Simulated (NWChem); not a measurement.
All runs are NWChem calculations. System: H4AlO4 (-1), charge -1, spin multiplicity 1, at a geometry optimised with PBE0/def2-SVP. The structure started from a generated list of species. Level: RHF/def2-SVPD.

The NWChem input:

```
start mol
memory heap 200 mb stack 900 mb global 1100 mb
charge -1
geometry units angstroms nocenter noautoz
  Al     0.000000     0.000000    -0.000102
  O     -0.296185     1.485836    -0.929994
  H     -1.244966     1.593521    -1.034920
  O      1.485907     0.295806     0.929866
  H      1.592815     1.244472     1.036608
  O     -1.485907    -0.295806     0.929866
  H     -1.592815    -1.244472     1.036608
  O      0.296185    -1.485836    -0.929994
  H      1.244966    -1.593521    -1.034920
  symmetry group C2
end
basis spherical
  * library def2-svpd
end
scf
  rhf
  nopen 0
  maxiter 100
  thresh 1e-7
  semidirect memsize 60000000 filesize 0
end
task scf energy
```

Part of the output:

```
             Northwest Computational Chemistry Package (NWChem) 7.3.0
             --------------------------------------------------------

                                NWChem Input Module
                                -------------------

 Scaling coordinates for geometry "geometry" by  1.889725989
 (inverse scale =  0.529177249)

 Turning off AUTOSYM since
 SYMMETRY directive was detected!

                             Geometry "geometry" -> ""
                             -------------------------

 Output coordinates in angstroms (scale by  1.889725989 to convert to a.u.)

  No.       Tag          Charge          X              Y              Z
 ---- ---------------- ---------- -------------- -------------- --------------
    1 Al                  13.0000     0.00000000     0.00000000    -0.00010200
    2 O                    8.0000    -0.29618500     1.48583600    -0.92999400
    3 H                    1.0000    -1.24496600     1.59352100    -1.03492000
    4 O                    8.0000     1.48590700     0.29580600     0.92986600
    5 H                    1.0000     1.59281500     1.24447200     1.03660800
    6 O                    8.0000    -1.48590700    -0.29580600     0.92986600
    7 H                    1.0000    -1.59281500    -1.24447200     1.03660800
    8 O                    8.0000     0.29618500    -1.48583600    -0.92999400
    9 H                    1.0000     1.24496600    -1.59352100    -1.03492000

 Effective nuclear repulsion energy (a.u.)     240.3353891302

            Nuclear Dipole moment (a.u.)
            ----------------------------
        X                 Y               Z
 ---------------- ---------------- ----------------
    -0.0000000000    -0.0000000000     0.0000037795

      Symmetry information
      --------------------

 Group name             C2
 Group number              4
 Group order               2
 No. of unique centers     5

      Symmetry unique atoms

     1    2    3    4    5


 Summary of "ao basis" -> "" (spherical)
 ------------------------------------------------------------------------------
       Tag                 Description            Shells   Functions and Types
[...]
              MO Center= -1.5D-15, -5.0D-16,  1.5D-03, r^2= 1.7D+01
   Bfn.  Coefficient  Atom+Function         Bfn.  Coefficient  Atom+Function
  ----- ------------  ---------------      ----- ------------  ---------------
     4      8.072337  1 Al s                  5     -5.784356  1 Al s
    22      0.806445  1 Al d  0               3     -0.655752  1 Al s
    36      0.630654  2 O  py                66      0.632041  4 O  px
    97     -0.632041  6 O  px               129     -0.630654  8 O  py
    59     -0.556836  4 O  s                 90     -0.556836  6 O  s

 Vector   27  Occ=0.000000D+00  E= 2.588494D-01  Symmetry=b
              MO Center=  1.9D-14,  3.5D-14,  3.9D-01, r^2= 1.6D+01
   Bfn.  Coefficient  Atom+Function         Bfn.  Coefficient  Atom+Function
  ----- ------------  ---------------      ----- ------------  ---------------
    59      2.697379  4 O  s                 90     -2.697379  6 O  s
    12     -1.825530  1 Al px                66     -1.568941  4 O  px
    97     -1.568941  6 O  px                49     -1.198774  3 H  s
   142      1.198774  9 H  s                 13      1.185684  1 Al py
    35     -0.961625  2 O  px               128     -0.961625  8 O  px

 Vector   28  Occ=0.000000D+00  E= 2.588728D-01  Symmetry=b
              MO Center= -4.6D-15, -2.8D-14, -3.8D-01, r^2= 1.6D+01
   Bfn.  Coefficient  Atom+Function         Bfn.  Coefficient  Atom+Function
  ----- ------------  ---------------      ----- ------------  ---------------
    28      2.686666  2 O  s                121     -2.686666  8 O  s
    13     -1.816003  1 Al py                36     -1.566427  2 O  py
   129     -1.566427  8 O  py                80      1.199230  5 H  s
   111     -1.199230  7 H  s                 12     -1.183134  1 Al px
    67     -0.961831  4 O  py                98     -0.961831  6 O  py

 center of mass
 --------------
 x =  -0.00000000 y =  -0.00000000 z =  -0.00006852

 moments of inertia (a.u.)
 ------------------
         504.647941591503           0.073922073384          -0.000000000000
           0.073922073384         504.690335602521           0.000000000000
          -0.000000000000           0.000000000000         583.292655113111

  Mulliken analysis of the total density
  --------------------------------------

    Atom       Charge   Shell Charges
 -----------   ------   -------------------------------------------------------
    1 Al  13    10.69   2.00  1.99  0.23 -0.39  0.07  5.94  0.66 -0.10  0.42 -0.12
    2 O    8     9.02   1.99  1.04  0.73  0.12  2.83  2.01  0.29  0.01  0.00
    3 H    1     0.81   0.70  0.02  0.07  0.01
    4 O    8     9.02   1.99  1.04  0.73  0.12  2.83  2.01  0.29  0.01  0.00
    5 H    1     0.81   0.70  0.02  0.07  0.01
    6 O    8     9.02   1.99  1.04  0.73  0.12  2.83  2.01  0.29  0.01  0.00
    7 H    1     0.81   0.70  0.02  0.07  0.01
    8 O    8     9.02   1.99  1.04  0.73  0.12  2.83  2.01  0.29  0.01  0.00
    9 H    1     0.81   0.70  0.02  0.07  0.01

       Multipole analysis of the density wrt the origin
       ------------------------------------------------

     L   x y z        total         open         nuclear
     -   - - -        -----         ----         -------
     0   0 0 0     -1.000000      0.000000     49.000000

     1   1 0 0     -0.000000      0.000000     -0.000000
     1   0 1 0      0.000000      0.000000     -0.000000
     1   0 0 1      0.002071      0.000000      0.000004

     2   2 0 0    -32.016483      0.000000    160.356224
     2   1 1 0     -0.001473      0.000000     -0.042873
     2   1 0 1     -0.000000      0.000000     -0.000000
     2   0 2 0    -32.011485      0.000000    160.338632
     2   0 1 1      0.000000      0.000000      0.000000
     2   0 0 2    -34.091259      0.000000    114.145018

 Task  times  cpu:        5.3s     wall:        5.3s

 Total times  cpu:        5.3s     wall:        5.3s
```
